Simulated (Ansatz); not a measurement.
`C[O][GeH3]` + H₂Se → `[GeH3][SeH]` + CH₃OH at 500 K and 1 bar (ligand exchange at a Ge–O bond).

Computed with Ansatz on PBE0-D4/def2-TZVP structures; ΔE is electronic, products minus reactants. CCSD(T)/CBS is the MP2 limit (def2-TZVPP, def2-QZVPP) plus CCSD(T) − MP2 in def2-TZVPP, frozen cores. This one scheme is used for every species. For Ge, Se outer-core shells are correlated without core-valence functions, which leaves a few kJ/mol of doubt a bond. Scalar relativity is left out up to krypton.

| species | CCSD(T)/CBS energy (Eh) | H − E (kJ/mol) | S (J/(mol·K)) |
| --- | --- | --- | --- |
| `C[O][GeH3]` | -2192.93708 | 206.9 | 357.8 |
| H₂Se | -2401.89790 | 53.1 | 237.8 |
| `[GeH3][SeH]` | -4479.23116 | 112.4 | 340.9 |
| CH₃OH | -115.61712 | 157.0 | 265.4 |

H − E and S are ideal-gas, rigid-rotor, harmonic terms from PBE0-D4/def2-TZVP. 1 Eh = 2625.50 kJ/mol, R = 8.31446 J/(mol·K).

**Question.** By hand: ΔE, ΔH, ΔS and ΔG.

**Answer.** ΔE = (-4479.23116) + (-115.61712) − (-2192.93708) − (-2401.89790) = -0.01330 Eh = -34.9 kJ/mol. Δ(H − E) = 112.4 + 157.0 − 206.9 − 53.1 = 9.4, so ΔH = -25.5 kJ/mol. ΔS = 340.9 + 265.4 − 357.8 − 237.8 = 10.7 J/(mol·K). ΔG = -25.5 − 500 × (10.7)/1000 = -30.9 kJ/mol.

**Question.** By hand: the equilibrium constant, and the temperature at which ΔG would vanish if ΔH and ΔS stayed fixed.

**Answer.** log₁₀ K = −ΔG/(RT ln 10) = 3.2. ΔH and −TΔS have one sign here, so there is no such temperature.

The number of gas molecules stays the same, so ΔS is small and ΔH decides. A doubt of 5 kJ/mol in ΔE shifts log₁₀ K by 0.5 here. These are equilibria of isolated gas molecules and say nothing of rates. Largest T1 diagnostic: 0.011 (customary marks: 0.02 for closed shells, 0.045 for open ones).
